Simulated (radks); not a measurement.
Rh24+, 21 electrons, occupied as [Ar] 3d3.

All-electron calculation, Dirac Kohn-Sham, BLYP, spin-unpolarised, spherical densities, finite nucleus; open shells fill j = l - 1/2 first; Fermi nuclear charge, rms radius 4.4945 fm. Program: a radial shooting solver on a logarithmic mesh with Libxc functionals.

Energy parts (hartree):
| part | energy |
|---|---|
| total | -4435.90757 |
| kinetic | 4640.66870 |
| electron-nucleus | -9953.32831 |
| Hartree | 983.21468 |
| exchange-correlation | -106.46264 |

Orbitals (lengths in bohr, moments of r in powers of bohr; r(90%) holds 90 % of the orbital's charge):
| orbital | occ. | eigenvalue (hartree) | r(90%) | small-component weight |
|---|---|---|---|---|
| 1s1/2 | 2 | -882.6624 | 0.0585 | 2.71e-02 |
| 2s1/2 | 2 | -158.5141 | 0.218 | 5.69e-03 |
| 2p1/2 | 2 | -149.6551 | 0.195 | 5.68e-03 |
| 2p3/2 | 4 | -144.2899 | 0.202 | 5.47e-03 |
| 3s1/2 | 2 | -52.66654 | 0.529 | 1.85e-03 |
| 3p1/2 | 2 | -49.35014 | 0.522 | 1.81e-03 |
| 3p3/2 | 4 | -48.22084 | 0.533 | 1.76e-03 |
| 3d3/2 | 3 | -42.82894 | 0.494 | 1.65e-03 |
| 3d5/2 | 0 | -42.58299 | 0.498 | 1.64e-03 |

The highest occupied level is 3d3/2 at -1165.4 eV. For comparison, the ionisation energy in NIST's Atomic Spectra Database is 1202 eV (theoretical). In exact Kohn-Sham theory the highest level is minus the ionisation energy, but local and semilocal functionals leave it too shallow, through self-interaction and a potential that decays too fast; potentials with the right tail come closer. The density falls to 0.001 e/bohr^3 at r = 1.06 bohr. The electron density at the nucleus is 1.212e+05 e/bohr^3.

Beside tabulated values, note that spin-unpolarised runs miss the spin-polarisation part of the exchange energy of open shells.
